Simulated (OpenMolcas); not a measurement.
F III: Slater's ratio, worked from levels

| Quantity | Value |
| --- | --- |
| Program | OpenMolcas 26.06 |
| Basis | ANO-RCC-VQZP [5s4p3d2f1g] |
| Scalar Hamiltonian | DKH2, point nucleus |
| Active space | 5 electrons in 9 orbitals (RAS2 2s 2p; RAS3 3d, at most 2 electrons) |
| State averaging | 2S+1 = 4 odd, 1 root; 2S+1 = 2 odd, 8 roots; 2S+1 = 4 even, 3 roots; 2S+1 = 2 even, 9 roots |
| Spin-orbit coupling | state interaction with AMFI integrals over the reference wave functions, term energies averaged over their components |

Methods: RASSCF; SS-RASPT2, IPEA 0.25 Eh, imaginary shift 0.1 Eh (closed shells correlated: 1s).

**Slater's ratio.** With one set of orbitals, p3 has ²D° - ⁴S° = 9 F2 and ²P° - ²D° = 6 F2 (F2 = F²/25), a ratio of 2/3. Term energies are centres of gravity, weighted by 2J + 1.

```json
{"Source": "RASSCF", "²D° - ⁴S°": "37152", "²P° - ⁴S°": "55533", "F2 from the first": "4128", "Ratio": "0.495"}
{"Source": "SS-RASPT2", "²D° - ⁴S°": "34662", "²P° - ⁴S°": "52318", "F2 from the first": "3851", "Ratio": "0.509"}
```

Energies in cm-1. A ratio away from 2/3 shows effects beyond one configuration with one set of orbitals, and in heavier atoms second-order spin-orbit shifts.

Active for correlation alone: 3d; no level in the range computed is led by a configuration that fills it, so any true level of that kind is missing. Only configurations of the active space appear.

° marks odd parity.
